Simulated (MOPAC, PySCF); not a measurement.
[Ti(H)4], neutral singlet in the gas phase. 

Z-matrix (Å, degrees):
```
Ti
H 1 1.6986
H 1 1.6986 2 109.47
H 1 1.6986 2 109.47 3 120.01
H 1 1.6986 2 109.47 4 119.99
```
Charge 0, spin multiplicity 1.

All levels are single points at this geometry (TPSS-D3(BJ)/def2-SVP); Pople sets use spherical d functions. Orbital energies aren't observables, and empty levels follow the basis.

```json
[
 {"level": "B3LYP-D3(BJ)/def2-TZVP in PySCF", "HOMO (eV)": "-8.64", "LUMO (eV)": "-3.23", "gap (eV)": "5.40", "dipole (D)": "0.00", "vertical IE, Delta-SCF (eV)": "–"},
 {"level": "TPSSh-D3(BJ)/def2-TZVP in PySCF", "HOMO (eV)": "-8.24", "LUMO (eV)": "-3.59", "gap (eV)": "4.64", "dipole (D)": "0.00", "vertical IE, Delta-SCF (eV)": "–"},
 {"level": "B3LYP/6-311+G** (LANL2DZ on Ti) in PySCF", "HOMO (eV)": "-8.80", "LUMO (eV)": "-3.46", "gap (eV)": "5.34", "dipole (D)": "0.00", "vertical IE, Delta-SCF (eV)": "–"},
 {"level": "B3LYP/6-31G* (LANL2DZ on Ti) in PySCF", "HOMO (eV)": "-8.96", "LUMO (eV)": "-3.61", "gap (eV)": "5.35", "dipole (D)": "0.00", "vertical IE, Delta-SCF (eV)": "11.51"},
 {"level": "B3LYP/LANL2DZ in PySCF", "HOMO (eV)": "-8.91", "LUMO (eV)": "-3.56", "gap (eV)": "5.35", "dipole (D)": "0.00", "vertical IE, Delta-SCF (eV)": "–"},
 {"level": "BP86/6-31G* (LANL2DZ on Ti) in PySCF", "HOMO (eV)": "-7.90", "LUMO (eV)": "-4.73", "gap (eV)": "3.17", "dipole (D)": "0.00", "vertical IE, Delta-SCF (eV)": "–"},
 {"level": "SVWN5/6-31G* (LANL2DZ on Ti) in PySCF", "HOMO (eV)": "-7.76", "LUMO (eV)": "-4.92", "gap (eV)": "2.84", "dipole (D)": "0.00", "vertical IE, Delta-SCF (eV)": "–"},
 {"level": "HF/STO-3G in PySCF", "HOMO (eV)": "-10.78", "LUMO (eV)": "6.13", "gap (eV)": "16.91", "dipole (D)": "0.00", "vertical IE, Delta-SCF (eV)": "–"},
 {"level": "PM7 in MOPAC", "HOMO (eV)": "-11.13", "LUMO (eV)": "-2.74", "gap (eV)": "8.39", "dipole (D)": "0.00", "vertical IE, Delta-SCF (eV)": "–"}
]
```
